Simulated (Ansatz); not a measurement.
**Two structures, one formula**

The two ends of one reaction step of GeH₅Br, singlet (PBE0-D4/def2-TZVP).

A:

```
7
angstrom
Ge -1.1383 0.3681 -0.1299
H 2.5664 -1.5756 0.4279
H -1.9097 0.4647 -1.4494
H -1.9848 0.8381 1.0567
H -0.5734 -1.0370 0.0964
H 2.3779 -0.8662 0.2887
Br 0.6619 1.8077 -0.2905
```

B:

Ge1  (-0.789, -0.705, 0.072)
H2  (0.749, -0.746, 0.156)
H3  (-1.195, -0.175, -1.308)
H4  (-1.320, 0.222, 1.170)
H5  (-1.325, -2.127, 0.272)
H6  (1.768, 1.082, -0.082)
Br7  (2.111, 2.449, -0.282)
(Å)

Program: Ansatz 0.2.0. Basis: def2-TZVPP. Cores are frozen in the correlated methods. Filled d shells of the heavier atoms are correlated. The def2 sets are not built for correlating such inner shells, so the correlated values are less sure here. B3LYP uses VWN-RPA correlation.

**Question.** Which structure is lower at CCSD(T), and by how much? (An estimate is asked for; the value comes from the calculation.)

**Answer.** By the calculation: A, by 53.0 kJ/mol (electronic energy, against the other). By their contacts, A is a complex of GeH₃Br ([GeH3][Br]) + H₂ and B is a complex of GeH₄ + HBr.

All methods give the same order:

```csv
method,E(B) − E(A) (kJ/mol)
SPW92,43.1
PBE-D4,55.6
BLYP-D4,56.0
r2SCAN-D4,58.7
B97M-V,49.0
PBE0-D4,56.6
B3LYP-D4,56.2
r2SCAN0-D4,59.2
BHLYP-D4,58.5
CAM-B3LYP-D4,50.8
wB97X-V,56.6
wB97M-V,57.3
B2PLYP,56.1
PBE-QIDH,58.9
RPA on PBE,50.3
HF,58.2
MP2,61.5
CCSD,51.5
CCSD(T),53.0
```

The T1 diagnostic stays at or below 0.010.

Labels in which every atom is bracketed show which atoms are joined, not bond orders.

For scale, one of the runs: CCSD(T)/def2-TZVPP, 166 basis functions, launched by `ansatz run in.yaml --threads 4 --pin off --events-out ev --progress --plain --max-ram 9574MiB`. Hardware: 4 CPU threads of an Arm Neoverse V1, shared host. Wall time 38 s; peak host memory 1.3 GiB.
